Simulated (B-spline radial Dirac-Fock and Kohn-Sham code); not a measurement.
## Photoionisation of germanium ions at He II (40.81 eV)

Level of theory: Dirac-Hartree-Slater photoionisation with all multipoles and Dirac-Fock thresholds; a radial B-spline solver. Cross sections in kb; a dash marks an empty subshell or a threshold above the photon energy.

```
 ion      configuration  total  3d3/2  3d5/2    4s  4p1/2  4p3/2
  Ge  [Ar] 3d10 4s2 4p2   1733    532    836   164   72.0    130
 Ge⁺  [Ar] 3d10 4s2 4p1  357.4      –      –   192   58.8    107
Ge²⁺      [Ar] 3d10 4s2  86.96      –      –  87.0      –      –
```

Values without a named source are computed, but for edge energies of neutral atoms, which are taken from tables.
